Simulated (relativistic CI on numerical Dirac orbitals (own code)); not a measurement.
## Sensitivity of the levels of Pt XIII to α and to the nuclear radius

These numbers are calculated, not measured: Dirac-Coulomb-Breit CI, KLI orbitals optimised for each configuration, derivatives by finite differences, unscaled Slater integrals, QED left out (own radial code, finite nucleus).

Configurations in the expansion (outside the closed core [Kr] 4d10): 4f14 5s2 5p4, 4f14 5s 5p5, 4f13 5s2 5p5, 4f14 5s2 5p3 5d, 4f14 5p6, 4f14 5s2 5p2 5d2, 4f14 5s2 5p 5d3. Double excitations out of closed p, d and f shells are left out; levels of such configurations are missing from the list, as are those of other unlisted configurations, and high levels can miss mixing partners.

With x = (α/α₀)² − 1 an excitation energy changes as ω = ω₀ + qx; K = 2q/ω₀ is the relative enhancement. Terms are leading LS components, so labels can repeat. The field-shift factor is F = δν/δ⟨r²⟩ for the transition from the lowest level.

Lowest level 4f14 5s2 5p4 3P_2.

```csv
Level,ω₀ (cm⁻¹),q (cm⁻¹),F (GHz/fm²)
4f14 5s2 5p4 1S_0,25072,4532,-4.77
4f14 5s2 5p4 3P_1,141044,188800,-35.8
4f14 5s2 5p4 1D_2,158031,186000,-35
4f14 5s2 5p4 3P_0,309158,378400,-76.7
4f13 5s2 5p5 3F_4,317689,-137400,41
4f13 5s2 5p5 1F_3,319267,-137500,41
4f13 5s2 5p5 3G_5,324430,-138900,41.2
4f13 5s2 5p5 1D_2,338800,-135400,40.8
4f13 5s2 5p5 3F_3,342465,-113800,42.6
4f13 5s2 5p5 3F_2,350253,-112800,42.5
4f13 5s2 5p5 3G_4,357934,-113600,42.6
4f13 5s2 5p5 3D_1,360895,-113400,42.8
4f14 5s 5p5 3P°_2,436277,179800,-361
```

At this charge transitions that keep the count of f electrons are usually good to a few per cent. Levels and lines within the n = 5 or 6 shells can be off by up to 10 % or somewhat more, and those that change n by about 2 %, since core polarisation is missing. Levels that differ in their count of f electrons can be misplaced by several ten thousand cm⁻¹, since the correlation energy of f electrons is missing or only estimated; rates across such gaps can be off by orders of magnitude.

(1) Which transition from the lowest level has the largest |K|?

Answers

(1) 4f14 5s2 5p4 3P_1 at 141044 cm⁻¹, K = 2.68.
